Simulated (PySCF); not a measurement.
## UHF on Tc³⁺ (technetium, charge +3)

Configuration: [Kr] 4d4, high-spin 5D determinant. Computed with PySCF 2.14 in aug-cc-pVTZ-DK, with scalar relativity by spin-free X2C-1e.

| Property | Result |
| --- | --- |
| Total energy | -4281.141856 hartree |
| One-electron energy | -5857.0384 hartree |
| Hartree (Coulomb) energy | 1702.6779 hartree |
| Exchange energy | -126.7814 hartree |
| ⟨S²⟩ | 6.0026 |
| ⟨L²⟩ | 6.026 |
| Sum of ⟨r⟩ | 23.54 bohr |
| Sum of ⟨r²⟩ | 25.96 bohr² |
| Traceless quadrupole moment −½Σ⟨3z² − r²⟩ along its main axis | -0.704 e·bohr² |
| Langevin diamagnetic susceptibility | -20.6 ×10⁻⁶ cm³/mol |

| shell | electrons | mean orbital energy (hartree) | spread (hartree) | rms radius, mean of both spins (bohr) |
| --- | --- | --- | --- | --- |
| 1s β | 1 | -778.66572 | 0 | 0.0394 |
| 1s α | 1 | -778.66477 | 0 | 0.0394 |
| 2s α | 1 | -114.95466 | 0 | 0.162 |
| 2s β | 1 | -114.91651 | 0 | 0.162 |
| 2p α | 3 | -102.80324 | 0.00097 | 0.144 |
| 2p β | 3 | -102.76559 | 0.01038 | 0.144 |
| 3s α | 1 | -22.20102 | 0 | 0.442 |
| 3s β | 1 | -22.18105 | 0 | 0.442 |
| 3p α | 3 | -18.09838 | 0.01379 | 0.446 |
| 3p β | 3 | -18.07352 | 0.02167 | 0.446 |
| 3d α | 5 | -11.45809 | 0.04245 | 0.435 |
| 3d β | 5 | -11.40130 | 0.02499 | 0.435 |
| 4s α | 1 | -4.52659 | 0 | 1.13 |
| 4s β | 1 | -4.29162 | 0 | 1.13 |
| 4p α | 3 | -3.31818 | 0.04087 | 1.24 |
| 4p β | 3 | -3.01012 | 0.05925 | 1.24 |
| 4d α | 4 | -1.58484 | 0.05124 | 1.62 |

Densities and radii are taken from the X2C orbitals without a picture-change correction, which distorts them close to the nucleus.

Spin-orbit constants ζ (cm⁻¹) from the X2C one-electron operator on these orbitals: bare nucleus, nucleus screened by l(l+1)(2l+1)/3 electrons, and screened by the Breit-Pauli mean field of the electrons.

| shell | bare | screened nucleus | mean field |
| --- | --- | --- | --- |
| 2p | 643300 | 613400 | n/a |
| 3p | 108800 | 103800 | n/a |
| 3d | 15510 | 11900 | n/a |
| 4p | 15190 | 14490 | n/a |
| 4d | 1385 | 1063 | n/a |

To first order the Landé constant is A = 265.6 cm⁻¹, so the lowest level has J = 0 and lies 0.198 eV below the centre of the term. This holds in LS coupling only.
